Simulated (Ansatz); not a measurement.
SiH2MeEt (C₃H₁₀Si). The state is a triplet with charge 0. Geometry PBE-D4/def2-SVP, that of the neutral singlet; atoms count from 1.

```xyz
14

Si   -0.787    0.386   -0.274
H    -1.807    0.455    0.838
H    -0.568    1.797   -0.766
C    -1.450   -0.687   -1.685
H    -1.637   -1.725   -1.339
H    -0.724   -0.731   -2.523
H    -2.403   -0.283   -2.081
C     0.846   -0.299    0.413
C     1.457    0.535    1.547
H     1.559   -0.386   -0.436
H     0.657   -1.342    0.753
H     2.406    0.097    1.919
H     1.681    1.571    1.218
H     0.769    0.612    2.415
```

At PBE0-D4/def2-TZVP a singlet of charge 0 lies 7.48 eV below the triplet at the same geometry.

(1) Estimate the Mulliken populations from the PBE0/def2-TZVP orbitals of Ansatz.

(2) Where does the spin sit?

(3) And the Mayer bond orders between bonded heavy atoms (over 0.3)?

Answers

(1) 
```tsv
atom	charge (e)	spin (α − β)
Si1	-0.51	1.19
H2	0.04	0.02
H3	0.04	0.02
C4	-0.39	-0.03
H5	0.14	0.01
H6	0.14	0.01
H7	0.17	0.03
C8	0.27	0.09
C9	0.03	-0.35
H10	-0.02	0.24
H11	-0.02	0.23
H12	0.04	0.25
H13	0.03	0.15
H14	0.03	0.15
```
Mulliken values and Mayer orders depend strongly on the basis.

(2) Summed by element: Si 1.19, H 1.10, C -0.29, of 2 unpaired in all. Largest on single atoms: Si1 1.19, C9 -0.35, H12 0.25.

(3) Si1–C4 0.79 (1.89 Å); C8–C9 1.42 (1.53 Å).
